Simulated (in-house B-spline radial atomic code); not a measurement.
RPA and G0W0 on r2SCAN: the potassium ion K⁺

Configuration [Ne] 3s2 3p6, mean-field start r2SCAN. Computed with an all-electron radial atomic-structure program (B-spline basis): all electrons, non-relativistic, point nucleus, each spin shell either full or empty, empty states to l = 9 with an (l + 1/2)⁻⁴ tail; G0W0 by contour deformation at full frequency.

Command:
```bash
python run_gw.py task.json out
```
Settings (radii: box in bohr, nucleus in fm):
```
Z                        19
electrons                18
configuration            [Ne] 3s2 3p6
hamiltonian              nr
method                   r2scan
lmax                     9
spin_polarised           False
box_radius               23.78
intervals                51
```

Cost of the run: 1.6 s on 1 thread of Arm Neoverse N1, with other jobs on the host.

Energies (hartree):

```
                                     term       value
                         mean-field total  -599.73119
Hartree-Fock functional on these orbitals  -599.01171
                      direct second order     -1.2929
                    second-order exchange     0.43587
                         SOSEX correction     0.39238
```

Q: What is the RPA correlation energy, and what remains with SOSEX?

A: RPA gives -1.1097 hartree (-1.68 eV per electron); RPA + SOSEX gives -0.71735, and the second-order doubles -0.85707 hartree (no singles). SOSEX takes back 35 % of the RPA value.

Quasi-particle levels (eV):

```csv
level,occupied,mean field,Σx - vxc,Σc,QP weight,G0W0
3p,yes,-25.479,-6.25,?,?,?
4s,no,-4.979,1.27,-0.53,0.987,-4.239
```

G0W0 = mean field + (Σx - vxc) + Σc, with Σc (partial-wave tail included) taken at the quasi-particle energy. Only the outer levels were computed. Levels of low weight are left out.

Q: Where does G0W0 put 3p?

A: At -31.60 eV, with Σc = 0.13 eV and a quasi-particle weight of 0.912. The tabulated removal energy is 31.625 eV (NIST, measured); the calculation leaves out relativity, Breit and QED terms, and what these don't explain is the method's own error.
